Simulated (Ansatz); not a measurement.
Geometry optimisation, RKS PBE0-D4/def2-SVP (Ansatz).

input.yaml

```yaml
crystal:
  periodic: [false, false, false]
  atoms:
    - { symbol: C, position_ang: [0.0907, -0.021, 1.8649] }
    - { symbol: C, position_ang: [0.9213, -0.51, 0.7278] }
    - { symbol: O, position_ang: [1.8039, 0.4879, 0.3312] }
    - { symbol: Si, position_ang: [-0.0501, -1.0008, -0.7511] }
    - { symbol: Sn, position_ang: [-1.2764, 0.999, -1.7248] }
    - { symbol: H, position_ang: [-0.5101, 0.9457, 1.5222] }
    - { symbol: H, position_ang: [0.6993, 0.295, 2.7311] }
    - { symbol: H, position_ang: [-0.6474, -0.7351, 2.1656] }
    - { symbol: H, position_ang: [1.4721, -1.3885, 1.1431] }
    - { symbol: H, position_ang: [2.5542, 0.0335, -0.1491] }
    - { symbol: H, position_ang: [-1.1377, -1.9991, -0.3032] }
    - { symbol: H, position_ang: [0.7609, -1.5981, -1.7595] }
    - { symbol: H, position_ang: [-0.1235, 2.2131, -2.1945] }
    - { symbol: H, position_ang: [-2.2469, 0.5429, -3.0862] }
    - { symbol: H, position_ang: [-2.3321, 1.6845, -0.4883] }
basis:
  gaussian: { orbitals: def2-SVP }
hamiltonian:
  xc: pbe0
  dispersion: d4
relax:
  f_tol: 0.015
  max_steps: 40
output:
  orbitals: {}
```

Run as:

```bash
$ ansatz run input.yaml --threads 2 --pin off --max-ram 3072MiB --backend cpu --events-out ev --progress --plain --runs-dir out
```

Where does it end, and by what steps?

The forces met the threshold. The force dipped under the threshold on the way, but the program's further checks kept it going. After 16 steps the energy has fallen by 0.424 eV; H15 moved furthest, 0.61 Å.

| step | energy less start (eV) | largest force component (eV/Å) | accepted |
| --- | --- | --- | --- |
| 0 | 0.0000 | 3.196 | yes |
| 1 | -0.3112 | 1.059 | yes |
| 2 | -0.3998 | 0.181 | yes |
| 3 | -0.4072 | 0.039 | yes |
| 4 | -0.4100 | 0.045 | yes |
| 5 | -0.4124 | 0.127 | yes |
| 6 | -0.4128 | 0.148 | yes |
| 7 | -0.4157 | 0.064 | yes |
| 8 | -0.4178 | 0.018 | yes |
| 9 | -0.4180 | 0.140 | yes |
| 10 | -0.4168 | 0.229 | no |
| 11 | -0.4224 | 0.028 | yes |
| 12 | -0.4232 | 0.011 | yes |
| 13 | -0.4238 | 0.027 | yes |
| 14 | -0.4239 | 0.024 | yes |
| 15 | -0.4240 | 0.016 | yes |
| 16 | -0.4240 | 0.004 | yes |

```xyz
15
Properties=species:S:1:pos:R:3
C 0.014 -0.088 1.939
C 0.892 -0.493 0.773
O 1.657 0.645 0.398
Si -0.114 -1.083 -0.752
Sn -1.174 1.029 -1.754
H -0.694 0.705 1.651
H 0.638 0.305 2.757
H -0.561 -0.945 2.319
H 1.557 -1.315 1.107
H 2.298 0.382 -0.270
H -1.115 -2.143 -0.406
H 0.842 -1.663 -1.753
H 0.005 1.933 -2.610
H -2.442 0.653 -2.850
H -1.824 2.025 -0.520
```

Run time: 59 s on 2 threads of Intel(R) Xeon(R) 6975P-C (Granite Rapids), with other jobs on the host, peak memory 0.43 GiB.
